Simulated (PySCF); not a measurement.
# NMR parameters from quadrupole coupling constants

Species: CH₇BFP.
Cartesian coordinates in Å at the PBE0-D3(BJ)/def2-SVP level; atoms count from 1:
```xyz
11
CH7BFP angstrom
F     -0.5389   -1.3173    0.0890
C     -1.3009   -0.1719    0.4044
B     -0.3885    1.1718    0.3084
P      1.3811    0.5412   -0.1681
H     -2.1508   -0.1539   -0.2974
H     -1.7113   -0.3325    1.4149
H     -0.6476    1.9447   -0.6047
H     -0.1828    1.7694    1.3566
H      2.0528   -0.3377    0.7120
H      2.3472    1.5670   -0.2952
H      1.5570   -0.1336   -1.3974
```

Computed at PBE0/pcSseg-1 (PySCF, non-relativistic):

| atom | environment | nucleus | spin I | Q (b) | CQ = χzz (MHz) | η |
| --- | --- | --- | --- | --- | --- | --- |
| B3 | four-coordinate boron | 11B | 3/2 | 0.04059 | 2.127 | 0.088 |

Q: Work back to Vxx, Vyy and Vzz; CQ/MHz = 234.96 (Q/b)(Vzz/au).

A: Vxx = −Vzz(1 − η)/2 and Vyy = −Vzz(1 + η)/2, in au:

| atom | Vxx (au) | Vyy (au) | Vzz (au) | Vzz (10²¹ V/m²) |
| --- | --- | --- | --- | --- |
| B3 | -0.102 | -0.121 | 0.223 | 2.17 |

Q: Give the quadrupolar product PQ = |CQ|√(1 + η²/3), the quadrupolar frequency νQ = 3|CQ|/[2I(2I − 1)] and the Larmor frequency ν0 = |g| × 7.62259 MHz/T × B at 11.75 T, with g(11B) = 1.79243.

A: 
| atom | PQ (MHz) | νQ (MHz) | ν0 (MHz) | νQ/ν0 |
| --- | --- | --- | --- | --- |
| B3 | 2.130 | 1.064 | 160.54 | 0.007 |

For B3: PQ = 2.127 × 1.0013, νQ = 2.127 × 0.5000, ν0 = 13.6630 MHz/T × 11.75 T.

Q: Second-order quadrupolar shift of the central transition's centre of gravity (half-integer spins, νQ < ν0/10) at 11.75, 14.1 and 18.8 T.

A: From −(3/40)(PQ/ν0)²[I(I + 1) − 3/4]/[I(2I − 1)]², which goes as 1/B² (ppm):

| site | 11.75 T | 14.1 T | 18.8 T |
| --- | --- | --- | --- |
| 11B at B3 | -4.4 | -3.06 | -1.72 |

Q: Quadrupolar 1/T1 and linewidth for τc = 1.5 ps (extreme narrowing, isotropic tumbling)?

A: Rate = (3π²/10) PQ² τc (2I + 3)/[I²(2I − 1)], the same for T1 and T2; width = rate/π.

| site | spin factor (2I + 3)/[I²(2I − 1)] | 1/T1 (s⁻¹) | T1 (ms) | linewidth (Hz) |
| --- | --- | --- | --- | --- |
| 11B at B3 | 1.333 | 26.9 | 37.2 | 8.55 |

Solvent, lattice and vibrations would change these gradients. One conformer (not necessarily the lowest) at the PBE0-D3(BJ)/def2-SVP geometry, without solvent, vibrations or thermal averaging. The basis is small and wasn't made for field gradients, so the couplings can be 20 % off.
